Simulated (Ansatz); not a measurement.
`O/C=C/CI` + H–F → `O/C=C\F` + `CI` at 500 K and 1 bar (substitution at a C–C bond).

Isolated molecules relaxed with PBE0-D4/def2-TZVP in Ansatz; ΔE leaves out vibrations. CCSD(T)/CBS is the MP2 limit (def2-TZVPP, def2-QZVPP) plus CCSD(T) − MP2 in def2-TZVPP, frozen cores. This one scheme is used for every species. Double bonds are as drawn, so ΔE can hold a change between cis and trans. Elements past krypton have def2 core potentials. For I outer-core shells are correlated without core-valence functions, which leaves a few kJ/mol of doubt a bond. One conformer a species, not always the lowest.

| species | CCSD(T)/CBS energy (Eh) | H − E (kJ/mol) | S (J/(mol·K)) |
| --- | --- | --- | --- |
| `O/C=C/CI` | -489.75666 | 240.1 | 396.9 |
| H–F | -100.39570 | 39.4 | 188.7 |
| `O/C=C\F` | -252.83247 | 159.9 | 316.7 |
| `CI` | -337.29646 | 117.2 | 279.4 |

H − E and S are ideal-gas, rigid-rotor, harmonic terms from PBE0-D4/def2-TZVP, for one conformer and one mirror image of each species. 1 Eh = 2625.50 kJ/mol, R = 8.31446 J/(mol·K).

Task: By hand: ΔE, ΔH, ΔS and ΔG.

Result: ΔE = (-252.83247) + (-337.29646) − (-489.75666) − (-100.39570) = 0.02343 Eh = 61.5 kJ/mol. Δ(H − E) = 159.9 + 117.2 − 240.1 − 39.4 = -2.4, so ΔH = 59.1 kJ/mol. ΔS = 316.7 + 279.4 − 396.9 − 188.7 = 10.5 J/(mol·K). ΔG = 59.1 − 500 × (10.5)/1000 = 53.9 kJ/mol.

Task: By hand: the equilibrium constant, and the temperature at which ΔG would vanish if ΔH and ΔS stayed fixed.

Result: log₁₀ K = −ΔG/(RT ln 10) = -5.6. ΔG = 0 at ΔH/ΔS = 5629 K, far beyond where these terms or the molecules hold.

The number of gas molecules stays the same, so ΔS is small and ΔH decides. A doubt of 5 kJ/mol in ΔE shifts log₁₀ K by 0.5 here. Other conformers and mirror images would add mixing entropy, several J/(mol·K) or more a flexible species. These are equilibria of isolated gas molecules and say nothing of rates. Largest T1 diagnostic: 0.013 (customary marks: 0.02 for closed shells, 0.045 for open ones).
